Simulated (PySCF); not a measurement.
C7H8O2.
Atom-mapped SMILES: `[CH3:1][O:2][C@:3]12[CH:4]=[CH:5][C@H:6]([CH:7]=[CH:8]1)[O:9]2` (hydrogens: H10, H11, H12 on C1; H13 on C4; H14 on C5; H15 on C6; H16 on C7; H17 on C8)

The closed-shell SCF was solved with PySCF and density fitting under several settings on one GFN2-xTB geometry (grid level 2 and gas phase unless stated).

```json
{"settings": "PBE0/pcSseg-1", "basis functions": "193", "SCF cycles": "14", "E (Eh)": "-421.3681", "HOMO (eV)": "-6.57", "LUMO (eV)": "-0.83", "dipole (D)": "1.67"}
{"settings": "PBE0/pcSseg-1, IEF-PCM water", "basis functions": "193", "SCF cycles": "14", "E (Eh)": "-421.3781", "HOMO (eV)": "-6.67", "LUMO (eV)": "-0.87", "dipole (D)": "2.29"}
```

Estimate the row for these settings: revPBE/MINI.

```csv
settings,basis functions,SCF cycles,E (Eh),HOMO (eV),LUMO (eV),dipole (D)
revPBE/MINI,53,14,-418.4997,-6.62,-3.48,1.19
```

Over all rows, what range does the HOMO–LUMO gap span?

From 3.14 eV (revPBE/MINI) to 5.80 eV (PBE0/pcSseg-1, IEF-PCM water). The functional of the narrowest has no exact exchange, that of the widest 25 % exact exchange.

Cycle counts include a coarse-grid stage where the run had one. The structure is a single GFN2-xTB conformer; no vibrational corrections.

The values belong to the conformer `[CH3:1][O:2][C@:3]12[CH:4]=[CH:5][C@H:6]([CH:7]=[CH:8]1)[O:9]2`: C1–O2–C3–C4 -64°.
